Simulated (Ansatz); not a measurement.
Reaction (atomization): `C=C[Si](N)(O)O` → 2 C• + 7 H• + N• + 2 O• + Si•

Calculated with Ansatz (gas phase, PBE0-D4/def2-TZVP geometries, no zero-point term in ΔE). CCSD(T)/CBS is the MP2 limit (def2-TZVPP, def2-QZVPP) plus CCSD(T) − MP2 in def2-TZVPP, frozen cores. This one scheme is used for every species, atoms too. Functionals use def2-TZVPP. No spin–orbit coupling; open shells (•) take unrestricted orbitals. Spin–orbit coupling would lower the free atoms: a little for C, O, Si. One conformer a species, not always the lowest.

(1) What is ΔE at CCSD(T)/CBS? (Estimate.)

(2) What do these levels give: PBE-D4, r2SCAN, MP2/def2-TZVPP, SCS-MP2/def2-TZVPP, CCSD/def2-TZVPP, CCSD/CBS(def2)? (An estimate is asked.)

Largest T1 diagnostic among the species: 0.012.

## Answers

(1) Ansatz gave: +1261.9 kcal/mol.

(2) Ansatz gave: PBE-D4 1280.5, r2SCAN 1255.5, MP2/def2-TZVPP 1251.0, SCS-MP2/def2-TZVPP 1243.8, CCSD/def2-TZVPP 1204.4, CCSD/CBS(def2) 1242.2 kcal/mol.

In def2-TZVPP, CCSD(T) changes the Hartree–Fock value by +328.7 kcal/mol (the triples alone add +19.7 kcal/mol) and MP2 by +355.5 kcal/mol; breaking electron pairs costs correlation energy, which Hartree–Fock lacks. From PBE to PBE0 (25 % exact exchange), in def2-TZVPP and without D4, ΔE moves by −26.0 kcal/mol: exact exchange takes away binding that semilocal exchange gives to molecules.

For atomizations the MP2-based limit and the directly extrapolated one differ by several kJ/mol either way, and by 10 to 25 for some Ge, Se and Sn compounds, so smaller differences from it don't rank the levels.
